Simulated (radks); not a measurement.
Initial-state core-level shifts of neutral gallium when its valence configuration changes from [Ar] 3d10 4s2 4p1. All-electron calculation, scalar-relativistic Kohn-Sham, BLYP, spin-polarised, spherical densities, finite nucleus; open shells are filled with parallel spins first; Fermi nuclear charge, rms radius 3.9973 fm. Program: a radial shooting solver on a logarithmic mesh with Libxc functionals. Shifts are changes of the shell-averaged eigenvalues in eV (positive: less bound); the change of the density at the nucleus, which sets a Mossbauer isomer shift, is in e/bohr^3, on a base of 2.857e+04.

| valence | 2s | 2p | 3s | 3p | density at nucleus |
|---|---|---|---|---|---|
| 3d9 4s2 4p2 | -11.143 | -11.052 | -9.613 | -9.404 | +9.552 |
| 3d8 4s2 4p3 | -23.379 | -23.183 | -19.643 | -19.204 | +20.132 |
| 3d10 4s1 4p2 | -1.440 | -1.441 | -1.521 | -1.518 | -12.537 |
| 3d9.5 4s2 4p1.5 | -5.434 | -5.390 | -4.751 | -4.650 | +4.645 |
| 3d10 4s1.5 4p1.5 | -0.777 | -0.778 | -0.816 | -0.815 | -6.051 |
| 3d8 4s1 4p4 | -25.013 | -24.812 | -21.288 | -20.840 | +2.294 |
| 3d6 4s1 4p6 | -53.195 | -52.774 | -42.919 | -42.003 | +21.490 |
| 3d9 4p4 | -14.385 | -14.290 | -12.936 | -12.716 | -22.386 |
| 3d10 4p3 | -3.116 | -3.119 | -3.266 | -3.261 | -26.251 |
